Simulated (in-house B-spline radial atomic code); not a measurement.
Computed with a B-spline radial atomic code. Model: two electrons, singlet ground state, non-relativistic, full CI in B-splines with partial waves to l = 8 (at full coupling up to 3e-4 hartree above the limit, correlation up to 0.6 % small), density held at that of full coupling by Lieb maximisation.

W(λ) is the mean repulsion in the state of coupling λ less the Hartree energy of the fixed density. Its start is exact exchange, its initial slope is twice the second-order Görling-Levy correlation energy, and its area from 0 to 1 is E_xc. A straight curve means weak, dynamic correlation, and a curve that drops fast and flattens means strong correlation.

Command:
```bash
python run_ac.py task.json out
```
Settings (lengths in bohr, energies in hartree):
```
potential              dot
strength               1.98
lmax                   8
second                 1
```

Time taken, with all properties: 20 s on 1 thread of Intel(R) Xeon(R) Processor @ 2.30GHz, on a shared host.

**W = mean repulsion less Hartree energy, and W of three functionals.**

Given: confinement charge in harmonic well; well frequency 1.98 hartree; nuclear charge 1; external potential omega^2 r^2/2 - Z/r.

Computed: PBE exchange minus exact 51.014 millihartree; SCAN exchange minus exact 7.0861 millihartree.

```json
{"coupling": "0", "W xc (hartree)": "-1.2571", "W xc minus exchange (millihartree)": "0", "kinetic minus Kohn-Sham (millihartree)": "0", "LDA (PW92) W minus its exchange (millihartree)": "0", "PBE W minus its exchange (millihartree)": "0", "SCAN W minus its exchange (millihartree)": "0"}
{"coupling": "0.02", "W xc (hartree)": "-1.259", "W xc minus exchange (millihartree)": "-1.879", "kinetic minus Kohn-Sham (millihartree)": "0.02", "LDA (PW92) W minus its exchange (millihartree)": "-12.49", "PBE W minus its exchange (millihartree)": "-2.63", "SCAN W minus its exchange (millihartree)": "-1.89"}
{"coupling": "0.05", "W xc (hartree)": "-1.2618", "W xc minus exchange (millihartree)": "-4.671", "kinetic minus Kohn-Sham (millihartree)": "0.12", "LDA (PW92) W minus its exchange (millihartree)": "-25.74", "PBE W minus its exchange (millihartree)": "-6.56", "SCAN W minus its exchange (millihartree)": "-4.66"}
{"coupling": "0.12", "W xc (hartree)": "-1.2682", "W xc minus exchange (millihartree)": "-11.066", "kinetic minus Kohn-Sham (millihartree)": "0.66", "LDA (PW92) W minus its exchange (millihartree)": "-49.68", "PBE W minus its exchange (millihartree)": "-15.53", "SCAN W minus its exchange (millihartree)": "-10.93"}
{"coupling": "0.25", "W xc (hartree)": "-1.2796", "W xc minus exchange (millihartree)": "-22.518", "kinetic minus Kohn-Sham (millihartree)": "2.77", "LDA (PW92) W minus its exchange (millihartree)": "-83.53", "PBE W minus its exchange (millihartree)": "-31.32", "SCAN W minus its exchange (millihartree)": "-22.04"}
{"coupling": "0.4", "W xc (hartree)": "?", "W xc minus exchange (millihartree)": "?", "kinetic minus Kohn-Sham (millihartree)": "?", "LDA (PW92) W minus its exchange (millihartree)": "?", "PBE W minus its exchange (millihartree)": "?", "SCAN W minus its exchange (millihartree)": "?"}
{"coupling": "0.6", "W xc (hartree)": "?", "W xc minus exchange (millihartree)": "?", "kinetic minus Kohn-Sham (millihartree)": "?", "LDA (PW92) W minus its exchange (millihartree)": "?", "PBE W minus its exchange (millihartree)": "?", "SCAN W minus its exchange (millihartree)": "?"}
{"coupling": "0.8", "W xc (hartree)": "-1.3226", "W xc minus exchange (millihartree)": "-65.514", "kinetic minus Kohn-Sham (millihartree)": "24.96", "LDA (PW92) W minus its exchange (millihartree)": "-176.43", "PBE W minus its exchange (millihartree)": "-87.73", "SCAN W minus its exchange (millihartree)": "-63.19"}
{"coupling": "1", "W xc (hartree)": "-1.3363", "W xc minus exchange (millihartree)": "-79.242", "kinetic minus Kohn-Sham (millihartree)": "37.3", "LDA (PW92) W minus its exchange (millihartree)": "-201.05", "PBE W minus its exchange (millihartree)": "-105.02", "SCAN W minus its exchange (millihartree)": "-76.32"}
{"coupling": "1.4", "W xc (hartree)": "-1.3612", "W xc minus exchange (millihartree)": "-104.14", "kinetic minus Kohn-Sham (millihartree)": "67.08", "LDA (PW92) W minus its exchange (millihartree)": "-242.54", "PBE W minus its exchange (millihartree)": "-135.84", "SCAN W minus its exchange (millihartree)": "-100.28"}
{"coupling": "2", "W xc (hartree)": "-1.3932", "W xc minus exchange (millihartree)": "-136.15", "kinetic minus Kohn-Sham (millihartree)": "121.2", "LDA (PW92) W minus its exchange (millihartree)": "-291.99", "PBE W minus its exchange (millihartree)": "-174.8", "SCAN W minus its exchange (millihartree)": "-131.46"}
{"coupling": "3", "W xc (hartree)": "-1.4358", "W xc minus exchange (millihartree)": "-178.69", "kinetic minus Kohn-Sham (millihartree)": "226.6", "LDA (PW92) W minus its exchange (millihartree)": "-353.92", "PBE W minus its exchange (millihartree)": "-226.3", "SCAN W minus its exchange (millihartree)": "-173.91"}
{"coupling": "4.5", "W xc (hartree)": "-1.4826", "W xc minus exchange (millihartree)": "-225.46", "kinetic minus Kohn-Sham (millihartree)": "399.93", "LDA (PW92) W minus its exchange (millihartree)": "-419.86", "PBE W minus its exchange (millihartree)": "-283.61", "SCAN W minus its exchange (millihartree)": "-222.2"}
{"coupling": "7", "W xc (hartree)": "-1.5343", "W xc minus exchange (millihartree)": "-277.24", "kinetic minus Kohn-Sham (millihartree)": "692.64", "LDA (PW92) W minus its exchange (millihartree)": "-493.08", "PBE W minus its exchange (millihartree)": "-349.42", "SCAN W minus its exchange (millihartree)": "-277.65"}
{"coupling": "10", "W xc (hartree)": "-1.574", "W xc minus exchange (millihartree)": "-316.86", "kinetic minus Kohn-Sham (millihartree)": "1025.1", "LDA (PW92) W minus its exchange (millihartree)": "-550.88", "PBE W minus its exchange (millihartree)": "-402.56", "SCAN W minus its exchange (millihartree)": "-320.94"}
```

(1) What belongs in the row 0.4?

(2) What belongs in the row 0.6?

(3) What is the LDA exchange minus exact?

**Energy parts, natural occupations and partial-wave weights.**

Computed: total energy 3.6576 hartree; exchange energy -1.2571 hartree; correlation energy -0.041937 hartree; kinetic part of the DFT correlation energy 0.037305 hartree; Hartree energy 2.5142 hartree; Kohn-Sham kinetic 3.6865 hartree; Lieb Oxford ratio E_xc over LDA exchange 1.2118.

```json
{"natural": "s", "occupation of the shell (electrons)": "1.9897"}
{"natural": "p", "occupation of the shell (electrons)": "?"}
{"natural": "s", "occupation of the shell (electrons)": "0.0010553"}
{"natural": "d", "occupation of the shell (electrons)": "0.00035743"}
{"natural": "p", "occupation of the shell (electrons)": "0.00011108"}
{"natural": "f", "occupation of the shell (electrons)": "4.5705e-05"}
```

(4) What belongs in the row p?

```csv
wave,weight
s,0.99541
p,0.0043648
d,?
f,2.5674e-05
g,5.8768e-06
```

(5) What belongs in the row d?

(6) What is the kinetic part over minus potential part?

(7) What is the initial slope twice GL2?

Results:

(1) W xc (hartree): -1.2922; W xc minus exchange (millihartree): -35.08; kinetic minus Kohn-Sham (millihartree): 6.85; LDA (PW92) W minus its exchange (millihartree): -114.41; PBE W minus its exchange (millihartree): -48.24; SCAN W minus its exchange (millihartree): -34.11.

(2) W xc (hartree): -1.3079; W xc minus exchange (millihartree): -50.824; kinetic minus Kohn-Sham (millihartree): 14.7; LDA (PW92) W minus its exchange (millihartree): -148.11; PBE W minus its exchange (millihartree): -68.9; SCAN W minus its exchange (millihartree): -49.16.

(3) 185.07 millihartree.

(4) occupation of the shell (electrons): 0.008611.

(5) weight: 0.00018973.

(6) 0.47077.

(7) -0.094284 hartree.

Half-way to full coupling W has made 54 % of its drop, against 50 % for a straight line, and second-order (GL2) theory, half the initial slope, overshoots the correlation energy by about 12 %: a moderate bend, as in light atoms. Over couplings 0 to 1 the errors in E_xc come to about +104 millihartree for LDA, +36 millihartree for PBE, +8.4 millihartree for SCAN, so SCAN is nearest. In LDA and PBE the errors of exchange and correlation have opposite signs, so the sum is smaller than the larger of the two.
